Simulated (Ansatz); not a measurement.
Basis-set series for `[F][Ge]([F])[Br]` radical. Charge 0, multiplicity 2. All single points use the PBE0-D4/def2-TZVP geometry.

```json
{"functional": "PBE0-D4", "basis": "def2-SVP", "functions": "92", "energy (Eh)": "-4849.44727", "HOMO (eV)": "-7.93", "LUMO (eV)": "-4.67"}
{"functional": "PBE0-D4", "basis": "def2-TZVPP", "functions": "158", "energy (Eh)": "-4850.27898", "HOMO (eV)": "-8.03", "LUMO (eV)": "-4.73"}
{"functional": "ωB97M-V", "basis": "def2-SVP", "functions": "92", "energy (Eh)": "-4849.88933", "HOMO (eV)": "-9.92", "LUMO (eV)": "-2.77"}
{"functional": "ωB97M-V", "basis": "def2-TZVPP", "functions": "158", "energy (Eh)": "-4850.72293", "HOMO (eV)": "-10.04", "LUMO (eV)": "-2.89"}
```

(1) Give the rows for def2-QZVPP. (An estimate is asked.)

Answers

(1) Ansatz gave: 
```tsv
functional	basis	functions	energy (Eh)	HOMO (eV)	LUMO (eV)
PBE0-D4	def2-QZVPP	292	-4850.38845	-8.06	-4.77
ωB97M-V	def2-QZVPP	292	-4850.82845	-10.09	-2.97
```

HOMO and LUMO are taken over both spins. Scalar relativity is left out up to krypton.
